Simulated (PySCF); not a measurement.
**Assigning NMR signals**

Geometry:
```tsv
atom	x (Å)	y (Å)	z (Å)
C1	-2.223	-0.092	-0.022
C2	-0.723	-0.027	0.010
C3	0.044	-1.176	0.239
C4	1.436	-1.124	0.238
C5	2.092	0.085	0.009
C6	1.342	1.238	-0.217
C7	-0.050	1.180	-0.215
H8	-2.675	0.847	0.328
H9	-2.605	-0.911	0.604
H10	-2.588	-0.268	-1.048
H11	-0.462	-2.128	0.424
H12	2.013	-2.033	0.422
H13	3.184	0.128	0.011
H14	1.845	2.192	-0.393
H15	-0.629	2.091	-0.390
```

PySCF calculation with coordinates at the PBE0-D3(BJ)/def2-SVP level, shielding tensors at PBE0/pcSseg-1 (GIAO) and J: B3LYP/pcJ-1 (without the spin–dipole term); isolated molecule, one averaged value for each set of equivalent atoms, no relativistic terms, a single conformation.

Shifts are taken against calculated references (same method and geometry level): TMS for $^{13}$C (σ = 184.41 ppm) and $^{1}$H (σ = 31.27 ppm).

(1) Assign these signals to the numbered atoms. $^{13}$C{$^{1}$H} NMR (computed): δ 142.9 (C), 134.5 (CH), 133.9 (CH), 130.9 (CH), 23.4 (CH3).

(2) Assign these signals to the numbered atoms. $^{1}$H NMR (500 MHz, computed): δ 7.38 (m, 2H), 7.29 (m, 2H), 7.26 (m, 1H), 2.39 (s, 3H).

Results:

(1) 
```tsv
δ (ppm)	atoms	environment	reason
142.9	C2	substituted aromatic carbon	–
134.5	C3/C7	aromatic CH	the aromatic region
133.9	C4/C6	aromatic CH	–
130.9	C5	aromatic CH	–
23.4	C1	methyl carbon on an aromatic ring	aliphatic region, no heteroatom directly attached
```

C3/C7 and C4/C6 lie closer than the usual error of such a calculation, so a measured spectrum could show them in the other order.

(2) 
```tsv
δ (ppm)	atoms	environment	reason
7.38	H12/H14	hydrogen on an aromatic CH	the ring current deshields protons in the ring plane
7.29	H11/H15	hydrogen on an aromatic CH	–
7.26	H13	hydrogen on an aromatic CH	–
2.39	H8/H9/H10	hydrogen on a methyl carbon on an aromatic ring	benzylic-type position, deshielded by the ring
```

H12/H14 and H11/H15; H11/H15 and H13 lie closer than the usual error of such a calculation, so a measured spectrum could show them in the other order.

Multiplet labels drop couplings under 1 Hz and merge nearly equal ones. Couplings among chemically equivalent protons are left out too, so labels in AA′BB′ or AA′XX′ sets are apparent multiplicities. Unscaled 3J(H,H) at this level run about 9 % above measured values. Shifts are as computed. Against solution values, carbons near 30 ppm lie about +2 ppm off and those near 130 ppm about +4 ppm. Of 246 compounds with measured shifts, 49 miss one by over three times the rms of a fit or turn the order of signals round; such compounds aren't used in these exercises.
